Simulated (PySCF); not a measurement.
**[ReH3]+: one-bond stretch**

These are results of PySCF, UPBE0, basis Re def2-TZVP with ECP60, H def2-TZVP (scalar-relativistic core potentials, no spin–orbit coupling, density fitting), not measurements.

Rigid scan from the quartet minimum (Re–H 1.630 Å (×3); H–Re–H 94.4° (×3)). Coordinate: the bond from Re to the last atom (H) scaled, the rest fixed. Energies in kJ/mol from the minimum.

(1) Predict the curve at 0.92, 0.96, 1.00, 1.05, 1.12, 1.20, 1.35, 1.55, 1.80, 2.20.

Results:

(1) 
| scale of one bond | E (kJ/mol) | dipole size (D, about the centre of mass) | ⟨S²⟩ |
| --- | --- | --- | --- |
| 0.92 | 17.5 | 1.71 | 3.79 |
| 0.96 | 4.0 | 1.70 | 3.79 |
| 1.00 | 0.0 | 1.68 | 3.79 |
| 1.05 | 5.0 | 1.65 | 3.80 |
| 1.12 | 24.5 | 1.60 | 3.82 |
| 1.20 | 56.6 | 1.52 | 3.86 |
| 1.35 | 121.5 | 1.41 | 4.07 |
| 1.55 | 182.0 | – | 4.44 |
| 1.80 | 217.0 | – | 4.66 |
| 2.20 | 236.5 | – | 4.76 |

Spin contamination is strong at 1.35, 1.55, 1.80, 2.20, so these points are less reliable.

With open d or f shells other occupations or spin states may lie lower. Spin–orbit coupling, left out here, can matter for elements this heavy.

Other isomers or separated fragments may lie lower.

The scan took 9.6 s on 2 threads of a shared Arm Neoverse V1 host; the process peaked at 0.74 GiB.
